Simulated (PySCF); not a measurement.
A structure optimised at B3LYP-D3(BJ)/def2-SVP, used in a PySCF frequency run:

```xyz
8

Zn    -0.0778     0.9163     0.0000
C      0.6770    -1.0154     0.0000
C     -0.3983    -2.0608     0.0000
H      1.2917    -0.9527     0.9102
H      1.2917    -0.9527    -0.9102
H     -1.0279    -2.0456    -0.9004
H     -1.0279    -2.0456     0.9004
H      0.1338    -3.0357     0.0000
```
Charge +1, spin multiplicity 1.

Problem. Write its SMILES, formula and point group.

Solution. C[CH2][Zn+], C2H5Zn, Cs

Problem. What are its rotational constants (standard atomic weights)?

Solution. 30.463, 3.6324, 3.3892 GHz
